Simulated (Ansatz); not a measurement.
## Molecular dynamics of H2CO

The input (input.yaml):

```yaml
accuracy: low
crystal:
  lattice:
    - [8.753821, 0.0, 0.0]
    - [0.0, 8.753821, 0.0]
    - [0.0, 0.0, 8.753821]
  atoms:
    - { symbol: C, position: [0.53792452, 0.76639949, 0.57997145] }
    - { symbol: O, position: [0.42682989, 0.69247908, 0.5667333] }
    - { symbol: O, position: [0.64929302, 0.83952812, 0.59297127] }
    - { symbol: C, position: [0.36669969, 0.19032872, 0.45567284] }
    - { symbol: O, position: [0.34612172, 0.07003801, 0.51096293] }
    - { symbol: O, position: [0.38747951, 0.31028546, 0.40020391] }
    - { symbol: C, position: [0.21854503, 0.85869546, 0.81971009] }
    - { symbol: O, position: [0.09849784, 0.83360462, 0.76669662] }
    - { symbol: O, position: [0.33858507, 0.88444897, 0.87317297] }
    - { symbol: C, position: [0.07429862, 0.61531672, 0.39195976] }
    - { symbol: O, position: [0.06847284, 0.54985415, 0.50856025] }
    - { symbol: O, position: [0.07957892, 0.68043723, 0.27497902] }
    - { symbol: C, position: [0.62101881, 0.69827321, 0.19393533] }
    - { symbol: H, position: [0.72533495, 0.67490323, 0.12889499] }
    - { symbol: H, position: [0.60175439, 0.60607269, 0.27651323] }
    - { symbol: H, position: [0.52331494, 0.70512817, 0.11597096] }
    - { symbol: H, position: [0.6340096, 0.80735481, 0.25397206] }
    - { symbol: C, position: [0.83068494, 0.28678934, 0.14471843] }
    - { symbol: H, position: [0.93200686, 0.35989437, 0.15363073] }
    - { symbol: H, position: [0.83662452, 0.22037122, 0.0388347] }
    - { symbol: H, position: [0.72809389, 0.35848107, 0.14326857] }
    - { symbol: H, position: [0.82642145, 0.20911722, 0.24274558] }
    - { symbol: C, position: [0.21999679, 0.44792818, 0.90931495] }
    - { symbol: H, position: [0.26083895, 0.52665952, 0.99779396] }
    - { symbol: H, position: [0.16584931, 0.3490592, 0.963822] }
    - { symbol: H, position: [0.31676186, 0.40957597, 0.83963341] }
    - { symbol: H, position: [0.1364188, 0.50568562, 0.83629674] }
    - { symbol: C, position: [0.93445867, 0.16057789, 0.57694971] }
    - { symbol: H, position: [0.93489392, 0.09405843, 0.68284389] }
    - { symbol: H, position: [0.97638245, 0.08869016, 0.48344704] }
    - { symbol: H, position: [1.00759387, 0.26134918, 0.58933557] }
    - { symbol: H, position: [0.81754966, 0.19752378, 0.55163662] }
basis:
  ecutwfc: 420.0
kpoints:
  mp_grid: { grid: [1, 1, 1] }
hamiltonian:
  xc: pbe
  dispersion: d3bj
scf:
  occupations: { method: fermi_dirac, width: 0.02 }
  lower_state_search: "off"
md:
  timestep: 0.5
  n_steps: 290
  ensemble: nvt_langevin
  temperature: 400.0
  initial_velocities: maxwell_boltzmann
  seed: 932026
  friction: 0.02
```

Launched with:

```bash
$ ansatz run input.yaml --threads 1 --pin off --max-ram 3072MiB --backend cpu --events-out ev --progress --plain --runs-dir out
```

It starts from a partly relaxed structure (largest force component 0.21 eV/Å).

Output, in part (step lines):

```
md step     0: t =     0.00 fs  T =   387.5 K  F+E_penalty+E_count = -6803.15983021 eV  E_kin = 1.602824 eV  (11 SCF iters)
md step     1: t =     0.50 fs  T =   362.7 K  F+E_penalty+E_count = -6803.12451803 eV  E_kin = 1.500404 eV  (8 SCF iters)
md step     2: t =     1.00 fs  T =   315.2 K  F+E_penalty+E_count = -6803.02530738 eV  E_kin = 1.303901 eV  (8 SCF iters)
md step     3: t =     1.50 fs  T =   265.1 K  F+E_penalty+E_count = -6802.89351676 eV  E_kin = 1.096366 eV  (8 SCF iters)
md step     4: t =     2.00 fs  T =   234.4 K  F+E_penalty+E_count = -6802.76504172 eV  E_kin = 0.969562 eV  (8 SCF iters)
md step     5: t =     2.50 fs  T =   213.5 K  F+E_penalty+E_count = -6802.67117572 eV  E_kin = 0.882904 eV  (6 SCF iters)
md step     6: t =     3.00 fs  T =   204.9 K  F+E_penalty+E_count = -6802.62635482 eV  E_kin = 0.847455 eV  (6 SCF iters)
md step     7: t =     3.50 fs  T =   209.5 K  F+E_penalty+E_count = -6802.62570667 eV  E_kin = 0.866512 eV  (6 SCF iters)
[... lines left out ...]
md step   290: t =   145.00 fs  T =   372.8 K  F+E_penalty+E_count = -6801.71815277 eV  E_kin = 1.542069 eV  (9 SCF iters)
```

The steps, from the saved trajectory:

| time (fs) | T (K) | potential energy less start (eV) |
| --- | --- | --- |
| 0.0 | 388 | 0.000 |
| 4.5 | 250 | 0.466 |
| 9.0 | 206 | 0.625 |
| 13.5 | 314 | 0.435 |
| 18.0 | 270 | 0.731 |
| 22.5 | 355 | 0.414 |
| 27.0 | 398 | 0.485 |
| 31.5 | 371 | 0.848 |
| 36.0 | 354 | 0.739 |
| 40.5 | 399 | 0.725 |
| 45.0 | 406 | 0.813 |
| 49.5 | 457 | 0.586 |
| 54.0 | 420 | 0.805 |
| 58.5 | 388 | 0.900 |
| 63.0 | 365 | 0.779 |
| 67.5 | 337 | 0.879 |
| 72.0 | 342 | 0.900 |
| 76.5 | 373 | 0.848 |
| 81.0 | 378 | 0.917 |
| 85.5 | 324 | 1.346 |
| 90.0 | 392 | 1.213 |
| 94.5 | 389 | 1.165 |
| 99.0 | 419 | 0.966 |
| 103.5 | 522 | 0.800 |
| 108.0 | 441 | 1.125 |
| 112.5 | 446 | 1.101 |
| 117.0 | 431 | 1.114 |
| 121.5 | 492 | 0.888 |
| 126.0 | 546 | 0.769 |
| 130.5 | 465 | 1.249 |
| 135.0 | 450 | 1.370 |
| 139.5 | 489 | 1.124 |
| 144.0 | 398 | 1.272 |

All steps were run. A run of 0.14 ps of so small a system gives no equilibrium averages. Limits of this set-up: coarse k mesh, low accuracy level.

Mean squared displacements from the first frame to the last, about the centre of mass: C 0.47 Å², O 0.25 Å², H 2.66 Å².

Last frame:

```xyz
32
Lattice="8.7538 0.0000 0.0000 0.0000 8.7538 0.0000 0.0000 0.0000 8.7538" Properties=species:S:1:pos:R:3
C 4.868 6.591 4.814
O 3.753 6.387 4.775
O 5.991 6.906 4.853
C 3.078 1.895 3.904
O 2.896 0.740 4.062
O 3.234 2.986 3.527
C 2.522 7.715 7.064
O 1.562 7.258 6.454
O 3.398 8.111 7.705
C 1.170 5.180 3.370
O 0.865 4.429 4.274
O 1.472 5.925 2.491
C 4.972 5.887 1.475
H 5.412 6.015 0.539
H 5.199 5.066 2.109
H 3.826 5.809 1.407
H 5.150 6.810 2.184
C 6.712 2.566 1.075
H 6.641 2.455 2.214
H 6.309 3.615 0.988
H 6.090 1.734 0.727
H 7.789 2.595 0.885
C 2.527 3.865 8.279
H 3.068 3.090 8.906
H 1.852 3.313 7.598
H 3.380 4.341 7.797
H 1.898 4.546 8.837
C 8.173 0.744 6.176
H 8.745 1.248 7.009
H 7.109 0.940 6.353
H 8.252 -0.307 6.137
H 8.440 1.028 5.167
```

The run took 17 min on 1 thread of Arm Neoverse V1 (shared host), peak memory 0.56 GiB.
